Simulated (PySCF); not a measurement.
A calculated (LDA, PySCF 2.14, x2c-QZVPPall with one added diffuse shell each of s, p, d, f, g type, the spin-free X2C one-electron Hamiltonian (Gaussian nucleus)) atom or ion has these occupied shells.

| shell | electrons | orbital energy (eV) | rms radius, mean of both spins (bohr) |
| --- | --- | --- | --- |
| 1s α | 1 | -24109.5 | 0.0366 |
| 1s β | 1 | -24109.5 | 0.0366 |
| 2s α | 1 | -3535.6 | 0.150 |
| 2s β | 1 | -3535.3 | 0.150 |
| 2p α | 3 | -3175.3 | 0.133 |
| 2p β | 3 | -3175.0 | 0.133 |
| 3s α | 1 | -650.15 | 0.406 |
| 3s β | 1 | -649.88 | 0.406 |
| 3p α | 3 | -531.51 | 0.408 |
| 3p β | 3 | -531.22 | 0.408 |
| 3d α | 5 | -341.85 | 0.391 |
| 3d β | 5 | -341.48 | 0.391 |
| 4s α | 1 | -101.47 | 1.00 |
| 4s β | 1 | -100.02 | 1.00 |
| 4p α | 3 | -67.256 | 1.11 |
| 4p β | 3 | -65.742 | 1.11 |
| 4d α | 5 | -18.838 | 1.55 |
| 4d β | 3 | -17.365 | 1.55 |
| 5s α | 1 | -13.329 | 2.90 |

(1) Name the element and its charge.

Results:

(1) Pd⁺ (palladium, charge +1), in [Kr] 4d8 5s1, high-spin 4F determinant (an excited configuration).
